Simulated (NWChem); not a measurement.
System: BHCl cation

Input file for NWChem:

```
start job
memory heap 200 mb stack 900 mb global 1100 mb
charge 1
geometry units angstroms
  B      0.000000     0.000000    -1.091948
  Cl     0.000000     0.000000     0.507743
  H      0.000000     0.000000    -2.267495
end
basis spherical
  B library def2-svp
  Cl library def2-svp
  H library def2-svp
end
dft
  xc becke88 lyp
  iterations 150
end
driver
  maxiter 120
end
task dft optimize
task dft freq
```

The level has its own optimisation; frequencies are unscaled.

Question: Give the results of this calculation. (BLYP/def2-SVP.) Quantities: r B–Cl (Å); r B–H (Å); highest harmonic frequency (cm⁻¹); lowest (cm⁻¹); zero-point energy (kcal/mol).

Answer: r B–Cl (Å): 1.611
r B–H (Å): 1.195
highest harmonic frequency (cm⁻¹): 2755
lowest (cm⁻¹): 689
zero-point energy (kcal/mol): 7.5
